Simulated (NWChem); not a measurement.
CH7NOSi; SMILES NC[SiH2]O

```xyz
11

N      0.1210     2.1922     0.0120
C     -0.6986     0.9806     0.0294
Si     0.3710    -0.5784     0.0139
O     -0.4471    -2.0333     0.0979
H      0.7367     2.2260     0.8229
H      0.7252     2.2128    -0.8082
H     -1.3911     1.0017    -0.8303
H     -1.3495     0.9955     0.9203
H      1.2598    -0.5426     1.2121
H      1.2252    -0.5085    -1.2211
H     -0.9252    -2.3102    -0.6884
```
Atoms are numbered in this order, from 1.

Structure relaxed at the PBE0/def2-SVP level.

 Unshifted, non-relativistic core excitations; the lowest 4 roots alone, so stronger bands may lie above.

Problem. List the first Si K-edge excitations from PBE0/6-311G** (spherical d), restricted-window TDA (NWChem).

Solution. 
| state | energy (eV) | dipole oscillator strength | leading excitation (squared amplitude) |
|---|---|---|---|
| S1 | 1800.9 | 0.0024 | 1s of atom 3 or its equivalents → LUMO (0.95) |
| S2 | 1802.1 | 0.0016 | 1s of atom 3 or its equivalents → LUMO+1 (0.89) |
| S3 | 1802.9 | 0.0042 | 1s of atom 3 or its equivalents → LUMO+5 (0.70) |
| S4 | 1803.0 | 0.0009 | 1s of atom 3 or its equivalents → LUMO+3 (0.62) |
